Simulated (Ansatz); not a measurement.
Computed with Ansatz.

FH$_{3}$O$_{2}$SeZr (`[OH][Zr]([OH])([F])[SeH]`) at its PBE0-D4/def2-TZVP geometry, where that method's forces vanish. The species carries charge 0 and has multiplicity 1. Zr: def2 effective core potential.

| atom | x (Å) | y (Å) | z (Å) |
| --- | --- | --- | --- |
| O1 | -0.512 | -1.423 | -0.852 |
| Zr2 | -0.296 | 0.143 | 0.209 |
| O3 | 0.412 | -0.187 | 1.943 |
| F4 | -1.998 | 0.998 | 0.338 |
| Se5 | 1.438 | 1.720 | -0.930 |
| H6 | -0.490 | -2.276 | -1.276 |
| H7 | 0.721 | -0.533 | 2.776 |
| H8 | 0.724 | 1.557 | -2.208 |

Q: For each bond, give half the difference of the two atoms' forces along it (eV/Å; positive pushes the atoms apart) under PBE-D4, r2SCAN-D4, B3LYP-D4, ωB97M-V in def2-TZVPP. (Best estimate.)

A: The calculation gave: 
```csv
bond,length (Å),PBE-D4,r2SCAN-D4,B3LYP-D4,ωB97M-V
O1–Zr2,1.905,-0.03,0.10,0.15,0.09
O1–H6,0.953,0.29,-0.05,-0.11,-0.09
Zr2–O3,1.901,-0.01,0.11,0.16,0.11
Zr2–F4,1.909,0.21,0.03,0.14,0.00
Zr2–Se5,2.606,0.00,-0.01,0.07,-0.01
O3–H7,0.953,0.28,-0.05,-0.12,-0.10
Se5–H8,1.473,0.25,-0.02,0.05,-0.10
```

B3LYP here is the variant with VWN-RPA as its local correlation; programs differ in this.
